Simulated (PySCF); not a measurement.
diethyl ether cation (C4H10O), SMILES C(OCC)C (connectivity only; charge and spin as stated), charge +1, multiplicity 2.

Coordinates come from a TPSSh-D3(BJ)/def2-SVP optimisation. The spin state was assumed, not searched. One conformer was computed; it need not be the lowest.

The numbers are results of TDA-PBE0/def2-SVPD (PySCF), not measurements.

Vertical excitations. Gas-phase values at a fixed geometry.

```json
[
 {"state": "root 1", "energy (eV)": "1.99", "λ (nm)": "622", "f": "0.002", "main pairs": "β HOMO→LUMO 77 %, β HOMO−5→LUMO 14 %"},
 {"state": "root 2", "energy (eV)": "2.74", "λ (nm)": "453", "f": "0.000", "main pairs": "β HOMO−1→LUMO 99 %"},
 {"state": "root 3", "energy (eV)": "3.37", "λ (nm)": "368", "f": "0.000", "main pairs": "β HOMO−3→LUMO 99 %"},
 {"state": "root 4", "energy (eV)": "3.41", "λ (nm)": "363", "f": "0.023", "main pairs": "β HOMO−4→LUMO 32 %, β HOMO−2→LUMO 30 %, β HOMO−5→LUMO 20 %, β HOMO→LUMO 17 %"},
 {"state": "root 5", "energy (eV)": "3.73", "λ (nm)": "332", "f": "0.051", "main pairs": "β HOMO−5→LUMO 50 %, β HOMO−2→LUMO 46 %"},
 {"state": "root 6", "energy (eV)": "4.06", "λ (nm)": "305", "f": "0.239", "main pairs": "β HOMO−4→LUMO 66 %, β HOMO−2→LUMO 17 %, β HOMO−5→LUMO 13 %"},
 {"state": "root 7", "energy (eV)": "4.63", "λ (nm)": "268", "f": "0.005", "main pairs": "β HOMO−6→LUMO 95 %"},
 {"state": "root 8", "energy (eV)": "5.81", "λ (nm)": "213", "f": "0.003", "main pairs": "β HOMO−7→LUMO 95 %"},
 {"state": "root 9", "energy (eV)": "6.88", "λ (nm)": "180", "f": "0.013", "main pairs": "β HOMO−8→LUMO 94 %"},
 {"state": "root 10", "energy (eV)": "7.05", "λ (nm)": "176", "f": "0.004", "main pairs": "β HOMO−9→LUMO 95 %"}
]
```
Unrestricted roots are not spin-pure.
